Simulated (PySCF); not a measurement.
4-acetoxystyrene, C10H10O2.
Numbering: `[CH2:1]=[CH:2][c:3]1[cH:4][cH:5][c:6]([O:7][C:8]([CH3:9])=[O:10])[cH:11][cH:12]1` (hydrogens: H13, H14 on C1; H15 on C2; H16 on C4; H17 on C5; H18, H19, H20 on C9; H21 on C11; H22 on C12)

Theory: PBE0-D3(BJ)/def2-SVP geometry optimisation, gas phase (PySCF).

**Question.** Give the optimised bond lengths and angles.

**Answer.** 
| bond | length (Å) |
| --- | --- |
| C1=C2 | 1.338 |
| C2–C3 | 1.467 |
| C3–C4, C3–C12 | 1.403 |
| C4–C5 | 1.394 |
| C5–C6, C6–C11 | 1.397 |
| C6–O7 | 1.376 |
| O7–C8 | 1.353 |
| C8–C9 | 1.499 |
| C8=O10 | 1.199 |
| C11–C12 | 1.384 |
| C1–H13 | 1.092 |
| C1–H14 | 1.093 |
| C2–H15 | 1.096 |
| C4–H16, C12–H22 | 1.093 |
| C5–H17, C11–H21 | 1.089 |
| C9–H18, C9–H19, C9–H20 | 1.098 |

Bonds in one row agree within 0.01 Å and their mean is given. A selection of angles:
| angle | degrees |
| --- | --- |
| C1–C2–C3 | 127.4 |
| C2–C3–C4 | 119.4 |
| C2–C3–C12 | 123.2 |
| C4–C3–C12 | 117.4 |
| C3–C4–C5 | 122.6 |
| C4–C5–C6 | 118.6 |
| C5–C6–O7 | 126.0 |
| C5–C6–C11 | 120.1 |
| O7–C6–C11 | 113.9 |
| C6–O7–C8 | 125.9 |
| O7–C8–C9 | 109.4 |
| O7–C8–O10 | 125.0 |
| C9–C8–O10 | 125.5 |
| C3–C12–C11 | 121.0 |

Torsions: C1–C2–C3–C4 -179° (antiperiplanar); C5–C6–O7–C8 9° (synperiplanar); C6–O7–C8–C9 179° (antiperiplanar). The mirror-image conformer, all signs reversed, is as good.

Of the pairs four or more bonds apart, O10···H17 is among the closest relative to their van der Waals radii: 2.18 Å, 80 % of the sum of Bondi's values. The 6-membered ring C3–C4–C5–C6–C11–C12 has internal angles of 117.4° to 122.6° (sum 720°, against 720° for a flat polygon); it is planar, 0.00 Å rms from its mean plane, widest ring torsion 0°. The C–O distances run from 1.199 Å (C8=O10, drawn double) to 1.376 Å (C6–O7, drawn single), a spread of 0.177 Å. The C–C distances run from 1.338 Å (C1=C2, drawn double) to 1.499 Å (C8–C9, drawn single), a spread of 0.161 Å.

Point group: near Cs, missed by 0.36 Å at most; the miss may be what the optimiser left on a soft mode. No frequency check. One conformer, not necessarily the lowest.
